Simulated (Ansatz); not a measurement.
Basis-set extrapolation for H$_{4}$NO$_{3}$Si (`[NH][Si](O)(O)O`) radical (PBE0-D4/def2-TZVP geometry, frozen core, Ansatz). Multiplicity 2, UHF reference.

```
                      def2-TZVPP   def2-QZVPP
                 HF  -570.600653  -570.624150
    MP2 correlation    -0.999848    -1.082894
CCSD(T) correlation    -1.058676      not run
```

Energies in hartree. Use E(X) = E(∞) + A·exp(−7.88·√X) for Hartree–Fock and E(X) = E(∞) + B·X^(−2.97) for correlation, with X = 3 and 4, and add CCSD(T) minus MP2 of the smaller set to the MP2 limit.

Problem. What is the CCSD(T) energy at the basis-set limit?

Solution. HF limit: -570.624150 + (-0.023497) × 0.13774 = -570.62739. MP2 limit: -1.082894 + (-0.083046) × 0.74074 = -1.14441. Higher-order term: -1.058676 − (-0.999848) = -0.05883. Total: -571.83063 hartree, 449.8 kJ/mol below CCSD(T)/def2-TZVPP.
